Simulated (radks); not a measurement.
Species: Pb30+. Configuration: [Kr] 4d10 4f6 (the NIST ground configuration). Method: Dirac Kohn-Sham, BLYP, spin-unpolarised, spherical densities, finite nucleus; open shells fill j = l - 1/2 first; Fermi nuclear charge, rms radius 5.5012 fm; computed with a radial shooting solver on a logarithmic mesh with Libxc functionals.

Unscreened Slater integrals over Kohn-Sham orbitals (cm^-1). Large and small components are both included. Empty in this configuration: 4f7/2.

integral          value
F0(4f5/2,4f5/2)  520310
F2(4f5/2,4f5/2)  273400
F4(4f5/2,4f5/2)  177850
F0(4f5/2,4d5/2)  500640
F2(4f5/2,4d5/2)  249600
F4(4f5/2,4d5/2)  162030
G1(4f5/2,4d5/2)  263750
G3(4f5/2,4d5/2)  178770
G5(4f5/2,4d5/2)  130390
F0(4f5/2,4d3/2)  506420
F2(4f5/2,4d3/2)  253450
G1(4f5/2,4d3/2)  273050
G3(4f5/2,4d3/2)  184090
F0(4f5/2,4p3/2)  502400
F2(4f5/2,4p3/2)  253200
G2(4f5/2,4p3/2)  204520
G4(4f5/2,4p3/2)  148560
F0(4f5/2,4f7/2)  517810
F2(4f5/2,4f7/2)  272410
F4(4f5/2,4f7/2)  177280
G2(4f5/2,4f7/2)  270430
G4(4f5/2,4f7/2)  176050
G6(4f5/2,4f7/2)  128660
F0(4d5/2,4d5/2)  490490
F2(4d5/2,4d5/2)  250520
F4(4d5/2,4d5/2)  169820
F0(4d5/2,4d3/2)  495650
F2(4d5/2,4d3/2)  252610
G2(4d5/2,4d3/2)  251260
G4(4d5/2,4d3/2)  170370
F0(4d5/2,4p3/2)  491780
F2(4d5/2,4p3/2)  252620
G1(4d5/2,4p3/2)  314840
G3(4d5/2,4p3/2)  200910
F0(4d5/2,4f7/2)  498490
F2(4d5/2,4f7/2)  249490
F4(4d5/2,4f7/2)  162260
G1(4d5/2,4f7/2)  265630
G3(4d5/2,4f7/2)  179970
G5(4d5/2,4f7/2)  131250
F0(4d3/2,4d3/2)  501040
F2(4d3/2,4d3/2)  255100
F0(4d3/2,4p3/2)  496890
F2(4d3/2,4p3/2)  254470
G1(4d3/2,4p3/2)  313820
G3(4d3/2,4p3/2)  200820
F0(4d3/2,4f7/2)  504180
F2(4d3/2,4f7/2)  253220
G3(4d3/2,4f7/2)  183800
G5(4d3/2,4f7/2)  133730
F0(4p3/2,4p3/2)  494210
F2(4p3/2,4p3/2)  257840
F0(4p3/2,4f7/2)  500260
F2(4p3/2,4f7/2)  253110
G2(4p3/2,4f7/2)  205810
G4(4p3/2,4f7/2)  149390
F0(4f7/2,4f7/2)  515370
F2(4f7/2,4f7/2)  271480
F4(4f7/2,4f7/2)  176760
F6(4f7/2,4f7/2)  129190
